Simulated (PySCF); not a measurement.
Simulated characterisation data

Single conformer, one averaged value for each set of equivalent atoms, non-relativistic, gas phase. GFN2-xTB structure; σ from GIAO-PBE0/pcSseg-1; PySCF.

δ = σ(ref) − σ, references computed at the same level: 1H (σ = 31.72 ppm) and 13C (σ = 186.93 ppm) against TMS. Where no couplings were computed, multiplicities follow the n + 1 count of equivalent neighbours, and m marks all less simple cases (inequivalent or close neighbours, rings, F or P nearby). Shifts are as computed. Against solution values, carbons near 30 ppm lie about +3 ppm off and those near 130 ppm about +5 ppm; carbons on Cl a further +6 ppm. Of 1309 compounds with measured shifts, 239 miss one by over three times the rms of a fit or turn the order of signals round; such compounds aren't used in these exercises. Carbons bonded to Cl come out too deshielded.

**1.** `[SiH2]1C(=C)[C@H](Cl)[SiH2]O[SiH2]1`, C$_{3}$H$_{9}$ClOSi$_{3}$. 1H NMR (500 MHz, computed): δ 6.11 (m, 1H), 5.96 (m, 1H), 5.83 (m, 1H), 5.67 (m, 1H), 5.06 (m, 1H), 5.01 (m, 1H), 4.77 (m, 1H), 4.06 (m, 1H), 4.02 (m, 1H). 13C{1H} NMR (computed): δ 152.5, 132.4, 60.1.

**2.** `ClC[SiH2]c1ncccc1Cl`, C$_{6}$H$_{7}$Cl$_{2}$NSi. 1H NMR (500 MHz, computed): δ 8.81 (d, 1H), 7.82 (d, 1H), 7.39 (m, 1H), 4.88 (t, 2H), 3.54 (t, 2H). 13C{1H} NMR (computed): δ 167.4, 153.0, 151.0, 140.1, 129.8, 29.5.
